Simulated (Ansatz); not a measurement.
A nudged elastic band was laid between two geometries of C$_{3}$H$_{8}$ClFSi (14 atoms, charge 0, multiplicity 1).

All numbers below come from RHF/STO-3G in Ansatz.

* movable images: 5
* climbing image: yes
* spring: 5.0 eV/Å²
* optimiser: quadratic models (default)
* start path: IDPP
* force threshold: 0.05 eV/Å
* iteration limit: 60
* end points: relaxed

Image 0:

```xyz
14
Properties=species:S:1:pos:R:3
C 0.433 -1.762 0.129
C 0.667 -0.369 0.774
F 1.828 0.194 0.265
C -0.544 0.587 0.521
Si -0.565 1.410 -1.178
Cl -0.556 1.894 1.810
H 0.268 -1.678 -0.940
H 1.304 -2.388 0.295
H -0.430 -2.241 0.582
H 0.785 -0.506 1.859
H -1.459 0.023 0.692
H 0.545 2.288 -1.304
H -1.785 2.127 -1.305
H -0.504 0.393 -2.171
```

Image 6:

```xyz
14
Properties=species:S:1:pos:R:3
C 1.627 -0.567 -0.124
C 0.431 -0.586 0.863
F 0.898 -0.486 2.164
C -0.633 0.529 0.607
Si -1.523 0.446 -1.054
Cl 0.134 2.178 0.829
H 2.110 0.405 -0.117
H 2.350 -1.319 0.176
H 1.294 -0.790 -1.132
H -0.096 -1.548 0.756
H -1.361 0.458 1.415
H -0.624 0.765 -2.107
H -2.607 1.365 -1.029
H -2.012 -0.880 -1.217
```

Question: What changes between the two ends?

Answer: No bond is made or broken. The dihedral F3–C2–C4–Si5 goes from 41 to -174°.

Question: Give the energies along the band, and the barrier.

Answer: The run converged. The highest image is number 3 of 0 to 6, 27.0 kJ/mol above the first end and 26.0 kJ/mol above the last; the last end lies 1.1 kJ/mol above the first. A vibrational analysis at the climbing image gives one clearly imaginary mode, 81i cm⁻¹: a first-order saddle point. Limits of this set-up: minimal basis.

```csv
image,path coordinate (Å),energy (kJ/mol),dihedral F3–C2–C4–Si5 (°)
0,0.00,0.0,41
1,1.28,2.0,61
2,2.57,14.3,89
3,3.85,27.0,121
4,4.84,19.6,145
5,5.82,5.9,168
6,6.81,1.1,-174
```

Question: What is the geometry of the highest image?

Answer: 
```xyz
14
Properties=species:S:1:pos:R:3
C 1.039 -1.262 -0.227
C 0.616 -0.388 0.984
F 1.744 0.228 1.498
C -0.517 0.676 0.669
Si -1.179 0.825 -1.094
Cl 0.045 2.342 1.195
H 1.425 -0.650 -1.035
H 1.823 -1.944 0.089
H 0.202 -1.848 -0.590
H 0.211 -1.061 1.756
H -1.352 0.463 1.335
H -0.144 1.237 -1.976
H -2.227 1.785 -1.074
H -1.698 -0.434 -1.501
```

Question: What are the harmonic wavenumbers there?

Answer: 81i, 180, 231, 241, 274, 281, 383, 457, 627, 650, 795, 887, 1014, 1028, 1161, 1165, 1217, 1229, 1249, 1323, 1409, 1455, 1541, 1621, 1640, 1724, 1821, 1831, 2878, 2928, 2935, 3577, 3578, 3645, 3759, 3767 cm⁻¹.

The band took 6 iterations and roughly 2.3 core-minutes.

Time of the run: 2.3 min on 1 thread of Intel(R) Xeon(R) Processor @ 2.50GHz (Skylake/Cascade Lake), with other jobs on the host, peak memory 0.12 GiB.
